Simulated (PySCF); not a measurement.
Job file and geometry (Å, from GFN2-xTB) of an NMR shielding run on `P(C=C)(CC)C(F)(F)F`, C5H8F3P, GIAO PBE0/pcSseg-1 NMR shielding, non-relativistic, gas phase in PySCF 2.14.0, density-fitted response routines; density fitting, a coarse starting grid and PySCF grid level 2 are the driver's defaults:

```
$ OMP_NUM_THREADS=1 python probes_run.py task.json out

{"job": {"kind": "nmr", "xc": "PBE0", "basis": "pcSseg-1"}, "charge": 0, "multiplicity": 1}
C     -1.167687     2.038610    -1.152685
C     -0.906323     1.065325    -0.295223
P     -0.148476    -0.504786    -0.826454
C      1.067059    -0.722812     0.566186
C      2.241576     0.233335     0.398614
C     -1.482319    -1.595277    -0.037021
F     -1.098829    -2.880482    -0.005855
F     -1.795832    -1.264177     1.228724
F     -2.623964    -1.541302    -0.736580
H     -1.611075     2.970585    -0.840764
H     -0.948646     1.938665    -2.202873
H     -1.126134     1.167132     0.763095
H      0.567648    -0.552726     1.525240
H      1.417787    -1.758571     0.534752
H      2.737645     0.068728    -0.555713
H      1.902699     1.267467     0.432461
H      2.967872     0.082317     1.194184
```

Q: What does the program print?

A: 
```
coarse grid: 15272 points
cycle   1  E = -835.2777883086  dE =  1.138e+00  |g| = 9.076e-01  |ddm| = 3.667e+00
cycle   2  E = -835.1095748086  dE =  1.682e-01  |g| = 1.379e+00  |ddm| = 1.195e+00
cycle   3  E = -835.4267413498  dE = -3.172e-01  |g| = 6.260e-02  |ddm| = 7.669e-01
cycle   4  E = -835.4273603432  dE = -6.190e-04  |g| = 3.960e-02  |ddm| = 9.254e-02
cycle   5  E = -835.4276950666  dE = -3.347e-04  |g| = 1.466e-02  |ddm| = 4.112e-02
cycle   6  E = -835.4277484269  dE = -5.336e-05  |g| = 3.159e-03  |ddm| = 1.431e-02
cycle   7  E = -835.4277507432  dE = -2.316e-06  |g| = 7.515e-04  |ddm| = 2.852e-03
final grid: 145760 points
cycle   8  E = -835.5023200295  dE = -5.369e-05  |g| = 9.687e-03  |ddm| = 3.349e-02
cycle   9  E = -835.5023102298  dE =  9.800e-06  |g| = 1.204e-02  |ddm| = 1.630e-02
cycle  10  E = -835.5023421131  dE = -3.188e-05  |g| = 9.075e-04  |ddm| = 9.129e-03
cycle  11  E = -835.5023422526  dE = -1.395e-07  |g| = 3.574e-04  |ddm| = 9.519e-04
cycle  12  E = -835.5023422786  dE = -2.604e-08  |g| = 1.291e-04  |ddm| = 3.409e-04
cycle  13  E = -835.5023422825  dE = -3.815e-09  |g| = 2.744e-05  |ddm| = 1.184e-04
cycle  14  E = -835.5023422826  dE = -1.762e-10  |g| = 8.705e-06  |ddm| = 3.758e-05
converged SCF energy = -835.5023422826

GIAO shielding tensors (ppm)
atom      isotropic    diamagn.    paramagn.     s11        s22        s33       span
  0 C       39.697     253.243    -213.546    -88.226     47.250    160.067    248.293
  1 C       42.912     262.771    -219.859    -68.884     43.463    154.158    223.041
  2 P      341.678     966.969    -625.291    267.375    340.596    417.064    149.689
  3 C      163.756     253.921     -90.165    154.294    162.970    174.004     19.710
  4 C      175.909     246.807     -70.898    167.431    172.511    187.783     20.352
  5 C       45.651     251.354    -205.703     36.246     43.511     57.194     20.947
  6 F      247.624     473.893    -226.269    159.298    252.941    330.633    171.334
  7 F      252.691     476.890    -224.200    169.099    257.642    331.331    162.232
  8 F      241.246     472.975    -231.729    155.086    242.704    325.947    170.861
  9 H       25.115      28.998      -3.883     21.319     24.472     29.554      8.235
 10 H       25.138      30.803      -5.665     20.528     24.802     30.083      9.555
 11 H       24.975      33.345      -8.369     21.341     24.523     29.062      7.721
 12 H       29.556      32.964      -3.408     24.180     30.401     34.086      9.905
 13 H       29.811      31.572      -1.761     24.232     29.650     35.551     11.319
 14 H       30.706      29.372       1.334     26.073     28.656     37.390     11.317
 15 H       30.824      30.566       0.257     25.440     30.775     36.256     10.817
 16 H       30.231      28.073       2.158     25.124     27.244     38.325     13.201
```

Size and cost of the density-fitted run: 200 basis functions, 26 s wall time on 1 thread of an Intel Xeon 6975P-C, shared host; peak memory 0.82 GiB.
